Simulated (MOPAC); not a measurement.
Input file for MOPAC: PM7 on C4H10O (a complex), monomers drawn apart or pushed together.

```
PM7 1SCF PRECISE CHARGE=0 THREADS=1
C4H10O

C     -0.44378606 1     0.26334721 1     0.86129778 1
C      0.71425943 1    -0.14896037 1     0.36590407 1
H     -0.82173161 1    -0.10254413 1     1.80829003 1
H     -1.05551818 1     0.98643933 1     0.33427706 1
H      1.09652573 1     0.21700552 1    -0.57961663 1
H      1.32753172 1    -0.87556928 1     0.88562476 1
C     -0.61934550 1     1.00579015 1     5.53709659 1
O     -0.59590578 1    -0.36866224 1     5.21716366 1
C      0.71196106 1    -0.89874453 1     5.22205933 1
H     -0.04458665 1     1.59398335 1     4.81050885 1
H     -0.20906870 1     1.18890659 1     6.53865485 1
H     -1.65928578 1     1.32797112 1     5.51445959 1
H      1.35365992 1    -0.38285096 1     4.49681729 1
H      0.63822692 1    -1.95066722 1     4.95019835 1
H      1.17182202 1    -0.81632625 1     6.21542249 1
```

Output:

```
*******************************************************************************
 **                                                                           **
 **                              MOPAC v23.2.5                                **
 **                                                                           **
 *******************************************************************************
 ** MOPAC's Digital Object Identifier: https://doi.org/10.5281/zenodo.6511958 **
 **                                                                           **
 ** Please cite the open-source release paper for use of this MOPAC version:  **
 ** J. E. Moussa and J. J. P. Stewart (2026)                                  **
 ** MOPAC: An open-source semiempirical molecular orbital program             **
 ** J. Open Source Softw., 11(119), 8025, https://doi.org/10.21105/joss.08025 **
 *******************************************************************************

                              PM7 CALCULATION RESULTS

 *******************************************************************************
 *  PM7        - The PM7 Hamiltonian to be used
 *
 *
 *
 *                 CHARGE ON SYSTEM = 0
 *
 *
 *
 *  PRECISE    - TIGHTER CRITERIA TO BE USED
 *  1SCF       - DO 1 SCF AND THEN STOP
 *  THREADS=1  - MULTI-THREADING NOT USED
 *  T=         - A TIME OF 172800.0 SECONDS REQUESTED
 *  DUMP=N     - RESTART FILE WRITTEN EVERY 7200.0 SECONDS REQUESTED
 *******************************************************************************
PM7 1SCF PRECISE CHARGE=0 THREADS=1
 C4H10O

   ATOM   CHEMICAL          X               Y               Z
  NUMBER   SYMBOL      (ANGSTROMS)     (ANGSTROMS)     (ANGSTROMS)

     1       C         -0.44378606  *   0.26334721  *   0.86129778  *
     2       C          0.71425943  *  -0.14896037  *   0.36590407  *
     3       H         -0.82173161  *  -0.10254413  *   1.80829003  *
     4       H         -1.05551818  *   0.98643933  *   0.33427706  *
     5       H          1.09652573  *   0.21700552  *  -0.57961663  *
     6       H          1.32753172  *  -0.87556928  *   0.88562476  *
     7       C         -0.61934550  *   1.00579015  *   5.53709659  *
     8       O         -0.59590578  *  -0.36866224  *   5.21716366  *
     9       C          0.71196106  *  -0.89874453  *   5.22205933  *
    10       H         -0.04458665  *   1.59398335  *   4.81050885  *
    11       H         -0.20906870  *   1.18890659  *   6.53865485  *
    12       H         -1.65928578  *   1.32797112  *   5.51445959  *
    13       H          1.35365992  *  -0.38285096  *   4.49681729  *
    14       H          0.63822692  *  -1.95066722  *   4.95019835  *
    15       H          1.17182202  *  -0.81632625  *   6.21542249  *



          CARTESIAN COORDINATES

    NO.       ATOM           X           Y           Z

     1         C         -0.4438      0.2633      0.8613
     2         C          0.7143     -0.1490      0.3659
     3         H         -0.8217     -0.1025      1.8083
     4         H         -1.0555      0.9864      0.3343
     5         H          1.0965      0.2170     -0.5796
     6         H          1.3275     -0.8756      0.8856
     7         C         -0.6193      1.0058      5.5371
     8         O         -0.5959     -0.3687      5.2172
     9         C          0.7120     -0.8987      5.2221
    10         H         -0.0446      1.5940      4.8105
    11         H         -0.2091      1.1889      6.5387
    12         H         -1.6593      1.3280      5.5145
    13         H          1.3537     -0.3829      4.4968
    14         H          0.6382     -1.9507      4.9502
    15         H          1.1718     -0.8163      6.2154

 General Reference for PM7:
 "Optimization of Parameters for Semiempirical Methods VI: More Modifications to the
 NDDO Approximations and Re-optimization of Parameters", J. J. P. Stewart, J. Mol. Mod., 1:32, 19 (2013)
 https://link.springer.com/article/10.1007/s00894-012-1667-x

           Empirical Formula: C4 H10 O  =    15 atoms



      MOLECULAR POINT GROUP   :   C1


      RHF CALCULATION, NO. OF DOUBLY OCCUPIED LEVELS = 16


 -------------------------------------------------------------------------------
 PM7 1SCF PRECISE CHARGE=0 THREADS=1
 C4H10O



     1SCF WAS SPECIFIED, SO BFGS WAS NOT USED
     SCF FIELD WAS ACHIEVED


                              PM7 CALCULATION
                                                       MOPAC v23.2.5 Linux




          FINAL HEAT OF FORMATION =        -30.75265 KCAL/MOL =    -128.66909 KJ/MOL


          COSMO AREA              =        152.35 SQUARE ANGSTROMS
          COSMO VOLUME            =        135.06 CUBIC ANGSTROMS

          IONIZATION POTENTIAL    =          9.938295 EV
          HOMO LUMO ENERGIES (EV) =         -9.938  1.116
          NO. OF FILLED LEVELS    =         16
          MOLECULAR WEIGHT        =         74.1224         POINT GROUP:  C1

          MOLECULAR DIMENSIONS (Angstroms)

            Atom       Atom       Distance
            H    11    H     5     7.30198
            H     4    H    14     4.27976
            H    10    H     3     1.82342


          SCF CALCULATIONS        =          1





   ATOM   CHEMICAL          X               Y               Z
  NUMBER   SYMBOL      (ANGSTROMS)     (ANGSTROMS)     (ANGSTROMS)

     1       C         -0.44378606  *   0.26334721  *   0.86129778  *
     2       C          0.71425943  *  -0.14896037  *   0.36590407  *
     3       H         -0.82173161  *  -0.10254413  *   1.80829003  *
     4       H         -1.05551818  *   0.98643933  *   0.33427706  *
     5       H          1.09652573  *   0.21700552  *  -0.57961663  *
     6       H          1.32753172  *  -0.87556928  *   0.88562476  *
     7       C         -0.61934550  *   1.00579015  *   5.53709659  *
     8       O         -0.59590578  *  -0.36866224  *   5.21716366  *
     9       C          0.71196106  *  -0.89874453  *   5.22205933  *
    10       H         -0.04458665  *   1.59398335  *   4.81050885  *
    11       H         -0.20906870  *   1.18890659  *   6.53865485  *
    12       H         -1.65928578  *   1.32797112  *   5.51445959  *
    13       H          1.35365992  *  -0.38285096  *   4.49681729  *
    14       H          0.63822692  *  -1.95066722  *   4.95019835  *
    15       H          1.17182202  *  -0.81632625  *   6.21542249  *

                             CARTESIAN COORDINATES

   1    C       -0.443786060     0.263347210     0.861297780
   2    C        0.714259430    -0.148960370     0.365904070
   3    H       -0.821731610    -0.102544130     1.808290030
   4    H       -1.055518180     0.986439330     0.334277060
   5    H        1.096525730     0.217005520    -0.579616630
   6    H        1.327531720    -0.875569280     0.885624760
   7    C       -0.619345500     1.005790150     5.537096590
   8    O       -0.595905780    -0.368662240     5.217163660
   9    C        0.711961060    -0.898744530     5.222059330
  10    H       -0.044586650     1.593983350     4.810508850
  11    H       -0.209068700     1.188906590     6.538654850
  12    H       -1.659285780     1.327971120     5.514459590
  13    H        1.353659920    -0.382850960     4.496817290
  14    H        0.638226920    -1.950667220     4.950198350
  15    H        1.171822020    -0.816326250     6.215422490


           Empirical Formula: C4 H10 O  =    15 atoms



      MOLECULAR POINT GROUP   :   C1


                  EIGENVALUES
 -29.68036 -26.84874 -24.82636 -23.43137 -19.97119 -16.37738 -16.25115 -15.93231
 -15.85627 -14.21274 -13.47509 -12.86089 -12.08745 -12.02862 -10.69218  -9.93830
   1.11637   2.44146   4.67108   5.51148   5.53923   5.54385   5.55624   5.71997
   5.75671   6.22381   6.42747   6.47759   6.55414   6.60741


              NET ATOMIC CHARGES AND DIPOLE CONTRIBUTIONS

  ATOM NO.   TYPE          CHARGE      No. of ELECS.   s-Pop       p-Pop
    1          C          -0.280188        4.2802     1.09996     3.18023
    2          C          -0.290664        4.2907     1.09750     3.19317
    3          H           0.149434        0.8506     0.85057
    4          H           0.140635        0.8594     0.85936
    5          H           0.140478        0.8595     0.85952
    6          H           0.140296        0.8597     0.85970
    7          C          -0.207795        4.2078     1.07646     3.13134
    8          O          -0.348163        6.3482     1.87880     4.46936
    9          C          -0.208058        4.2081     1.07643     3.13163
   10          H           0.119669        0.8803     0.88033
   11          H           0.119120        0.8809     0.88088
   12          H           0.143278        0.8567     0.85672
   13          H           0.119292        0.8807     0.88071
   14          H           0.143240        0.8568     0.85676
   15          H           0.119426        0.8806     0.88057
 DIPOLE           X         Y         Z       TOTAL
 POINT-CHG.     1.435     0.994     0.439     1.800
 HYBRID        -0.050    -0.040    -0.027     0.069
 SUM            1.385     0.955     0.412     1.732


          ATOMIC ORBITAL ELECTRON POPULATIONS

     Atom    s        px        py        pz
    1  C   1.09996   1.03643   1.04853   1.09526
    2  C   1.09750   1.04134   1.05705   1.09478
    3  H   0.85057
    4  H   0.85936
    5  H   0.85952
    6  H   0.85970
    7  C   1.07646   1.15164   0.85636   1.12333
    8  O   1.87880   1.27687   1.26432   1.92816
    9  C   1.07643   0.89515   1.09744   1.13904
   10  H   0.88033
   11  H   0.88088
   12  H   0.85672
   13  H   0.88071
   14  H   0.85676
   15  H   0.88057

 **********************
 *                    *
 * JOB ENDED NORMALLY *
 *                    *
 **********************




 == MOPAC DONE ==
```

The run finished.

Cost: very roughly 0.03 core-seconds.
